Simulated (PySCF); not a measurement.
Levels of Bi⁴⁺ from EOM-EA-GCCSD

Reference: closed-shell Bi⁵⁺, [Xe] 4f14 5d10; one electron is added. Calculated with PySCF 2.14, two-component X2C-1e with screened spin-orbit coupling, x2c-TZVPPall-2c with one added diffuse shell each of s, p, d, f type (12s12p10d4f, 126 functions); frozen [Kr] 4d10 4f14; the 24 highest virtual spinors dropped; of the others 110 kept and the rest restored at second order. No Breit or QED terms. Binding energies in eV.

```
level  Koopmans  second order  EOM-CCSD
6s1/2    54.109        55.928    55.801
6p1/2    43.583        44.949    44.873
6p3/2    40.294        41.500    41.442
6d3/2    27.591        28.136    28.098
6d5/2    27.199        27.721    27.684
7s1/2    26.520        27.059    27.023
5f7/2    23.222        23.490    23.613
5f5/2    23.150        23.441    23.584
```

Electric-dipole lines between these computed levels:

| lower | upper | ΔE (eV) | vacuum wavelength (nm) |
| --- | --- | --- | --- |
| 6s1/2 | 6p1/2 | 10.928 | 113.5 |
| 6s1/2 | 6p3/2 | 14.360 | 86.34 |
| 6p1/2 | 6d3/2 | 16.775 | 73.91 |
| 6p1/2 | 7s1/2 | 17.850 | 69.46 |
| 6p3/2 | 6d3/2 | 13.344 | 92.92 |
| 6p3/2 | 6d5/2 | 13.758 | 90.12 |
| 6p3/2 | 7s1/2 | 14.419 | 85.99 |
| 6d3/2 | 5f5/2 | 4.515 | 274.6 |
| 6d5/2 | 5f7/2 | 4.071 | 304.6 |
| 6d5/2 | 5f5/2 | 4.100 | 302.4 |

For comparison, the ionisation energy of Bi⁴⁺ is 54.856 ± 0.025 eV (measured; NIST Atomic Spectra Database, ionization energies).

Gaps of this size point to the basis (12s12p10d4f), which has few functions of high l to correlate and polarise the inner shells.

The highest levels are limited by the diffuse functions of the basis.
